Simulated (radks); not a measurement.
Problem. The mean radii <r> (bohr) of the occupied orbitals of an atom or ion are listed with their occupations. Calculated with a radial shooting solver on a logarithmic mesh with Libxc functionals: scalar-relativistic Kohn-Sham, BLYP, spin-unpolarised, spherical densities, point nucleus.

| orbital | occ. | <r> |
|---|---|---|
| 1s | 2 | 0.01803 |
| 2s | 2 | 0.07620 |
| 2p | 6 | 0.06834 |
| 3s | 2 | 0.1974 |
| 3p | 6 | 0.1979 |
| 3d | 10 | 0.1792 |
| 4s | 2 | 0.4405 |
| 4p | 6 | 0.4686 |
| 4d | 10 | 0.4999 |
| 5s | 2 | 1.023 |
| 5p | 6 | 1.172 |
| 4f | 14 | 0.5767 |
| 5d | 2 | 1.538 |

Name the element and its charge.

Solution. Z = 75, rhenium, charge +5: Re5+ in [Xe] 4f14 5d2. The 1s radius gives Z: for a bare nucleus <r> = (2 gamma + 1)/(2Z) with gamma = sqrt(1 - (Z/c)^2), 0.01783 bohr for Z = 75, and screening makes it slightly larger (0.01803 here). The occupations add up to 70, and the charge is Z minus that.
